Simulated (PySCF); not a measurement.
Electron correlation in Er⁵⁴⁺ (erbium, charge +54)

[Ne] 3s2 3p2, high-spin 3P determinant. Calculation: PySCF 2.14, in an uncontracted even-tempered set (17 s from 13 bohr⁻², ratio 2.5; 12 p from 17 bohr⁻², ratio 2.5; 4 d from 67 bohr⁻², ratio 2.7; 4 f from 100 bohr⁻², ratio 2.7); the spin-free X2C one-electron Hamiltonian (Gaussian nucleus). Frozen: 1s2; 12 electrons correlated; the 20 highest virtual orbitals of each spin left out.

```json
{"level": "CCSD", "correlation energy (mhartree)": "-537.07"}
{"level": "(T)", "correlation energy (mhartree)": "-0.57"}
{"level": "CCSD(T)", "correlation energy (mhartree)": "-537.64"}
```

Diagnostics: T1 = 0.00035, D1 = 0.0015, largest double amplitude 0.037.

Spin-orbit coupling is strong in this species (close to jj coupling), so the high-spin LS determinant is a model state, not a physical level.

Cost of the coupled-cluster step: of the order of 19 core-seconds, for 12 correlated electrons.

Iterations:

```
CC2 = 0
CCSD nocc = (np.int64(7), np.int64(5)), nmo = (80, 80)
frozen orbitals [[0, 81, 82, 83, 84, 85, 86, 87, 88, 89, 90, 91, 92, 93, 94, 95, 96, 97, 98, 99, 100], [0, 81, 82, 83, 84, 85, 86, 87, 88, 89, 90, 91, 92, 93, 94, 95, 96, 97, 98, 99, 100]]
max_cycle = 100
direct = 0
conv_tol = 1e-08
conv_tol_normt = 1e-06
diis_space = 8
diis_start_cycle = 0
Init t2, MP2 energy = -0.521431657462252
Init E_corr(UCCSD) = -0.521431657462472
cycle = 1  E_corr(UCCSD) = -0.534220587177735  dE = -0.0127889297  norm(t1,t2) = 0.00769533
cycle = 2  E_corr(UCCSD) = -0.536524506556628  dE = -0.00230391938  norm(t1,t2) = 0.0015607
cycle = 3  E_corr(UCCSD) = -0.537078310689746  dE = -0.000553804133  norm(t1,t2) = 0.000337144
cycle = 4  E_corr(UCCSD) = -0.537073068316735  dE = 5.24237301e-06  norm(t1,t2) = 1.22841e-05
cycle = 5  E_corr(UCCSD) = -0.537073098794321  dE = -3.04775859e-08  norm(t1,t2) = 3.42292e-07
cycle = 6  E_corr(UCCSD) = -0.537073099308526  dE = -5.14205456e-10  norm(t1,t2) = 1.45967e-08
UCCSD converged
E(UCCSD) = -9987.207668257302  E_corr = -0.5370730993085263
UCCSD(T) correction = -0.00056687241695127
```

At this charge the one-electron X2C treatment keeps the bare 1/r₁₂, with no two-electron picture change or Breit term. The effect here is smaller than on the frozen 1s shell; and a scalar Hamiltonian misses the large spin-orbit splitting of the p shells, which matters for ns² → np² pairs.

Spin-orbit coupling is strong in this species, so the high-spin LS determinant is a model state.
